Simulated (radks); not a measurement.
Values are calculated unless marked as measured or tabulated.
Question: Orbital eigenvalues (eV) of the zinc ion Zn+, [Ar] 3d10 4s1, of relativity; Dirac values are averaged over j with weights 2j + 1. Spin-unpolarised spherical Kohn-Sham, BLYP, point nucleus unless stated (finite: rms radius 3.9283 fm), a radial shooting solver on a logarithmic mesh with Libxc functionals. A level marked "c x" has the speed of light scaled by that factor.

shell       non-rel.
1s           -9417.4
2s           -1141.8
2p           -1007.8
3s           -134.37
3p           -91.816
3d           -20.050
4s           -13.836
4p (empty)   -7.8693

Give the values at the level "Dirac, c x 10".

Answer: 
shell       Dirac, c x 10  change of magnitude (%)
1s                -9418.6                    +0.01
2s                -1142.1                    +0.02
2p                -1007.8                    +0.01
3s                -134.41                    +0.03
3p                -91.827                    +0.01
3d                -20.047                    -0.02
4s                -13.839                    +0.02
4p (empty)        -7.8695                    0.00
